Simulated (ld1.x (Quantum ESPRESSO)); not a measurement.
Logarithmic derivatives: Co, RRKJ

* Element: Co
* Generator: ld1.x (Quantum ESPRESSO) 7.5
* Type: norm-conserving RRKJ (Kleinman–Bylander form)
* Functional: PBEsol
* Relativity: scalar-relativistic
* Frozen core: [Ne] 3s2
* Valence charge: 15
* Reference configuration: 3p6 3d7 4s2 4p0
* Partial waves: 3p (bound): rc 1.25 bohr; 3d (bound): rc 1.60 bohr; 4s (bound): rc 2.15 bohr
* Local potential: the s channel
* Core correction: none
* rho0: 0.001

The phase is arctan(r·u′/u) with u = r·R(r), unwrapped; energies in Ry, scanned from -7 to 5 Ry. A pole is an energy at which the radial function vanishes at the test radius. The pseudo phase is shifted by a multiple of π to meet the all-electron one at the reference energy, and phase errors are pseudo minus all-electron; the curves can meet again beyond the range given. Levels narrower than the energy grid can be missing from the lists of poles.

For each channel, where are the poles, and over which energies does the pseudopotential scatter like the atom?

| channel | radius (bohr) | reference energy (Ry) | poles, all-electron | poles, pseudo | unbroken range about the reference energy with phases within 0.05 rad | phase error 1 Ry above the reference energy (rad) |
| --- | --- | --- | --- | --- | --- | --- |
| s | 2.36 | -0.40 | 2.14 | 1.98 | below 3.3 | -0.007 |
| p | 2.36 | -4.81 | -4.79, 3.28 | -4.79 | below -1.1 | +0.004 |
| d | 2.36 | -0.60 | -0.44 | -0.43 | below 0.5 | +0.040 |

Phases in the p channel:

```
E (Ry)  all-electron  pseudo
 -7.00         1.402   1.403
 -6.48         1.394   1.395
 -5.96         1.383   1.385
 -5.44         1.368   1.369
 -4.92         1.271   1.274
 -4.40        -1.763  -1.761
 -3.88        -1.789  -1.786
 -3.36        -1.811  -1.806
 -2.84        -1.837  -1.829
 -2.32        -1.870  -1.857
 -1.80        -1.916  -1.894
 -1.28        -1.985  -1.946
 -0.76        -2.105  -2.024
 -0.24        -2.354  -2.155
  0.28        -2.976  -2.407
  0.80        -3.882  -2.947
  1.32        -4.322  -3.710
  1.84        -4.508  -4.171
  2.36        -4.609  -4.388
  2.88        -4.674  -4.505
  3.40        -4.723  -4.578
  3.92        -4.764  -4.628
  4.44        -4.803  -4.667
  4.96        -4.845  -4.697
```
